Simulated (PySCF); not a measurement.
A structure optimised at PBE-D3(BJ)/def2-SVP, used in a PySCF frequency run:

```
Al
O 1 1.7096
C 2 1.4046 1 137.15
H 3 1.1129 2 110.34 1 120.73
H 3 1.1129 4 107.41 2 -120.32
H 3 1.1147 4 107.83 5 -115.97
C 1 1.9454 2 120.23 3 180.00
H 7 1.1082 1 110.97 2 0.00
H 7 1.1095 8 108.66 1 -121.93
H 7 1.1095 8 108.66 9 -116.14
I 1 2.5031 2 117.17 3 0.00
```
Charge 0, spin multiplicity 1.

Task: Write its SMILES, formula and point group.

Result: C[O][Al]([CH3])[I], C2H6AlIO, Cs

Task: What are its rotational constants (standard atomic weights)?

Result: 2.7032, 1.1223, 0.80115 GHz
